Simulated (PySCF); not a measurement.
Calculation: B3LYP-D3(BJ)/def2-TZVP (PySCF). Isolated molecules, 0 K electronic values unless said otherwise. B3LYP has the VWN-RPA correlation part, as in Gaussian. Delta-SCF ions had no search for a lower state. Excitations are Tamm–Dancoff values on a coarser integration grid. The basis has no diffuse functions, so Rydberg states are missing or too high.

Reference species (SMILES): `NB` (neutral, multiplicity 1).

| Property | Result |
|---|---|
| S1 excitation (TDA) | 7.28 eV |
| HOMO | -8.42 eV |
| S1 oscillator strength | 0.000 |
| vertical ionisation energy (Delta-SCF) | 11.41 eV |

Changed species: `NBN` (1 of 3 NH2 replaced by H; the reference has 2 of 3 NH2 replaced by H).

### Question
Predict the effect on the S1 excitation (TDA), HOMO, S1 oscillator strength and vertical ionisation energy (Delta-SCF).

### Answer
the S1 excitation (TDA) falls by 1.05 eV, to 6.23 eV; the HOMO increases by 1.79 eV, to -6.63 eV; the S1 oscillator strength is nearly the same; the vertical ionisation energy (Delta-SCF) decreases by 2.18 eV, to 9.23 eV.
